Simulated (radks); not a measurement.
The numbers below are computed, except where a source is named.
The mean radii <r> (bohr) of the occupied orbitals of an atom or ion are listed with their occupations. Code: a radial shooting solver on a logarithmic mesh with Libxc functionals. Model: Dirac Kohn-Sham, PBE, spin-unpolarised, spherical densities, finite nucleus; Fermi nuclear charge, rms radius of each element as measured or else 0.836 A^(1/3) + 0.57 fm.

orbital  occ.      <r>
1s1/2       2  0.04275
2s1/2       2   0.1893
2p1/2       2   0.1627
2p3/2       4   0.1666
3s1/2       2   0.5507
3p1/2       2   0.5560
3p3/2       4   0.5664
3d3/2       4   0.5832
3d5/2       6   0.5871
4s1/2       2    1.508
4p1/2       1    1.680
7p1/2       1    10.12

Name the element and its charge. Open shells, if any, fill j = l - 1/2 first.

Answer. Z = 35, bromine, charge +3: Br3+ in [Ar] 3d10 4s2 4p1 7p1. The 1s radius gives Z: for a bare nucleus <r> = (2 gamma + 1)/(2Z) with gamma = sqrt(1 - (Z/c)^2), 0.04191 bohr for Z = 35, and screening makes it slightly larger (0.04275 here). The occupations add up to 32, and the charge is Z minus that.
